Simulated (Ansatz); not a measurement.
Other settings, tried on Li₃PS₄ (the lowest singlet isomer of a short search).

```yaml
crystal:
  periodic: [false, false, false]
  atoms:
    - {symbol: Li, position_ang: [0.084529, 2.098072, -0.656100]}
    - {symbol: Li, position_ang: [1.495299, -1.429216, 0.749025]}
    - {symbol: Li, position_ang: [-0.451574, -0.760937, -1.456833]}
    - {symbol: P, position_ang: [-1.217475, -0.043088, 1.114126]}
    - {symbol: S, position_ang: [-0.763180, -2.019075, 0.520824]}
    - {symbol: S, position_ang: [-1.928670, 0.894978, -0.640058]}
    - {symbol: S, position_ang: [1.767485, 0.390735, -0.793623]}
    - {symbol: S, position_ang: [1.013577, 0.868512, 1.162630]}
basis:
  gaussian: {orbitals: "6-31++G**"}
magnetization: {spin_polarized: true, initial_magnetization: 0}
hamiltonian: {xc: {name: BHLYP}, dispersion: d3bjatm, pseudopotentials: {relativity: scalar}}
scf: {omitted_lower_state_checks: [starts]}
output: {forces: true}
```

```sh
$ ansatz run in.yaml --threads 4 --pin off --events-out ev --progress --plain --max-ram 8704MiB
```

Shortened log:

```
Functional definition: BHLYP
1511 factors; integrals over basis functions are off by at most 7.0e-4 eV
mean field evaluation 1: about -53370.8286 eV, gradient 2.0e1 eV
mean field evaluation 2: about -53371.2828 eV, gradient 2.0e1 eV
mean field evaluation 4: about -53373.5854 eV, gradient 1.1e0 eV
mean field evaluation 8: about -53374.0533 eV, gradient 2.3e-1 eV
mean field evaluation 16: about -53374.0536 eV, gradient 6.5e-5 eV
mean field -53374.05364863 eV, -1961.4602933542 hartree, gradient 6.8e-5 eV, S^2 0.000000; 0 other end points of the search recorded, 0 dependent functions left out
reference -53374.05394209 eV, -1961.4603041385 hartree; 44, 44 occupied and 128, 128 virtual orbitals, 1511 factors
Total energy: -53375.15804590 eV, -1961.5008792055 hartree
Relativity: scalar
Atom 0 at     0.084529     2.098072    -0.656100 Å, force    -0.072669    -0.212961     0.016819 eV/Å
Atom 1 at     1.495299    -1.429216     0.749025 Å, force    -0.188373     0.076043    -0.098305 eV/Å
Atom 2 at    -0.451574    -0.760937    -1.456833 Å, force     0.048836     0.087587     0.171080 eV/Å
Atom 3 at    -1.217475    -0.043088     1.114126 Å, force     0.429531     0.074884    -0.243013 eV/Å
Atom 4 at    -0.763180    -2.019075     0.520824 Å, force     0.081157     0.330189    -0.006087 eV/Å
Atom 5 at    -1.928670     0.894978    -0.640058 Å, force     0.263255    -0.124973     0.175333 eV/Å
Atom 6 at     1.767485     0.390735    -0.793623 Å, force    -0.192567     0.022339     0.249220 eV/Å
Atom 7 at     1.013577     0.868512     1.162630 Å, force    -0.369171    -0.253109    -0.265046 eV/Å
Dipole moment:     0.768025     0.129018    -0.447244 e Å
Checks for a lower state left out: starts
```

Run time 22 s (4 threads of Arm Neoverse N1 on a shared host), peak host memory 0.89 GiB.

The 6-31G sets use Cartesian d functions.
